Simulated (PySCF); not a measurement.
Vertical excitations of a molecule C₃H₆OSi from TDDFT-B3LYP/def2-SVPD in PySCF, as energy in eV (oscillator strength): 5.95 (0.000), 6.01 (0.037), 6.16 (0.048), 6.61 (0.015), 6.67 (0.013), 6.96 (0.013), 7.27 (0.026), 7.44 (0.027), 7.53 (0.128), 7.65 (0.019). Lowest triplet (TDA): 4.01 eV. The structure is a stationary point at B3LYP-D3(BJ)/def2-SVP. The values are those of a single conformer.

Task: Pick the molecule that these values belong to.
A. O=C1C[SiH2]C1
B. C=CC(=O)[SiH3]
C. C=C1C[SiH2]O1
D. [SiH3][C@@H]1C=CO1

Result: D, [SiH3][C@@H]1C=CO1
